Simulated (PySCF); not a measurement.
Name the molecule from its bond curve

A diatomic of charge 0 contains K. Its triplet curve at UHF in a triple-zeta basis (no relativity, PySCF), in eV from the separated fragments:

```tsv
R (Å)	E (eV)
2.467	0.096
2.582	-0.113
2.697	-0.236
2.783	-0.286
2.869	-0.308
2.955	-0.309
3.070	-0.286
3.213	-0.232
3.385	-0.151
3.615	-0.071
```

The fit gives ωe = 280 cm⁻¹ and the rotational constant Bₑ = 0.2309 cm⁻¹.

Task: Which atom is the partner?

Result: The minimum lies at 2.916 Å, so the reduced mass is 16.8576 u Å² cm⁻¹/(Bₑ·Re²) = 8.586 u. With K at 38.96 u the partner weighs about 11.0 u: B. The molecule is KB.

The state was picked by a PBE0 search and need not be the measured ground state.
